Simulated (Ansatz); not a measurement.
C4H10AlB: where a starting geometry ends

The starting geometry of this gas-phase singlet was optimised with GFN2-xTB; its bonds are those of `B[C@@H]1CC[CH2][AlH]1`.

```xyz
16

C    -0.5017   -1.0942   -2.1918
C     0.1546   -1.1381   -0.8012
C    -0.2809    0.0403    0.0906
C    -1.8088    0.0073    0.3253
Al   -2.3307   -0.4828   -1.5369
B    -0.8049   -2.3662   -2.9706
H    -0.8343   -3.4056   -2.4194
H    -1.0397   -2.3179   -4.1206
H    -0.0893   -0.2618   -2.7816
H    -0.1204   -2.0708   -0.3015
H     1.2435   -1.1279   -0.9040
H    -0.0098    0.9743   -0.4134
H     0.2684    0.0047    1.0357
H    -2.0323   -0.7528    1.0862
H    -2.1457    0.9593    0.7496
H    -3.6656   -0.3739   -2.2993
```

Task: Predict what becomes of its bonds when it is optimised with PBE-D3(BJ)/def2-SVP.

Result: A new bond forms, giving a structure given below by its coordinates. Distances that change by over a tenth: C1–Al5 (2.04 → 2.26 Å). Contacts that close: Al5–B6 (2.82 → 2.18 Å).

The energy falls by 0.33 eV over 23 steps:

```
step  E − E(last) (eV)
   1             0.326
   3             0.090
   6             0.065
   8             0.063
  11             0.060
  13             0.055
  16             0.023
  18             0.001
  21             0.000
  23             0.000
```

Final geometry (Å):

| atom | x (Å) | y (Å) | z (Å) |
| --- | --- | --- | --- |
| C | -0.1289 | -1.0927 | -2.2214 |
| C | 0.3891 | -1.0611 | -0.7832 |
| C | -0.2563 | 0.0312 | 0.0962 |
| C | -1.7788 | -0.2060 | 0.1721 |
| Al | -2.2932 | -0.7952 | -1.6408 |
| B | -1.0244 | -2.0997 | -2.8337 |
| H | -1.7509 | -2.7509 | -2.0144 |
| H | -1.3381 | -2.1982 | -4.0029 |
| H | 0.3616 | -0.3536 | -2.8853 |
| H | 0.2098 | -2.0466 | -0.2988 |
| H | 1.4925 | -0.9315 | -0.8152 |
| H | -0.0501 | 1.0275 | -0.3554 |
| H | 0.2207 | 0.0431 | 1.1011 |
| H | -2.0109 | -1.0149 | 0.9023 |
| H | -2.3425 | 0.6858 | 0.5175 |
| H | -3.6972 | -0.6432 | -2.3912 |

No frequencies were run, so the end isn't proven a minimum. Run with Ansatz 0.2.0, 36 s on 4 threads of Arm Neoverse V1, on a shared host.
